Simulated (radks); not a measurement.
Species: Hf4+. Configuration: [Xe] 4f14.

Method: scalar-relativistic Kohn-Sham, PBE, spin-polarised, spherical densities, finite nucleus; Fermi nuclear charge, rms radius 5.347 fm; computed with a radial shooting solver on a logarithmic mesh with Libxc functionals.

Energy parts (eV):
part                       energy
total                  -410166.44
kinetic                 449270.72
electron-nucleus      -1008949.56
Hartree                 157850.99
exchange-correlation     -8338.59

Orbitals (lengths in bohr, moments of r in powers of bohr; <r^-3> diverges for s and p1/2; r(90%) holds 90 % of the orbital's charge):
| orbital | occ. | eigenvalue (eV) | <r> | <r^-3> | r(90%) | <r^2> |
|---|---|---|---|---|---|---|
| 1s | 2 | -65306.77 | 0.01899 | - | 0.0345 | 0.0004952 |
| 2s | 2 | -11203.64 | 0.08038 | - | 0.125 | 0.007642 |
| 2p | 6 | -9844.647 | 0.07172 | 17780 | 0.117 | 0.006284 |
| 3s | 2 | -2584.484 | 0.2087 | - | 0.306 | 0.04977 |
| 3p | 6 | -2178.304 | 0.2085 | 3923 | 0.312 | 0.05040 |
| 3d | 10 | -1697.030 | 0.1890 | 510.0 | 0.293 | 0.04186 |
| 4s | 2 | -553.4945 | 0.4683 | - | 0.673 | 0.2476 |
| 4p | 6 | -420.2273 | 0.4977 | 899.0 | 0.724 | 0.2819 |
| 4d | 10 | -247.8460 | 0.5353 | 99.11 | 0.804 | 0.3325 |
| 4f | 14 | -57.9205 | 0.6694 | 15.64 | 1.13 | 0.5731 |
| 5s | 2 | -107.8403 | 1.124 | - | 1.61 | 1.418 |
| 5p | 6 | -75.7082 | 1.304 | 125.3 | 1.90 | 1.920 |

The highest occupied level is 4f at -57.920 eV. Summed over all electrons, <r^2> = 28.77 bohr^2, which gives a Langevin (diamagnetic) susceptibility term of -22.8 x 10^-6 cm^3/mol.
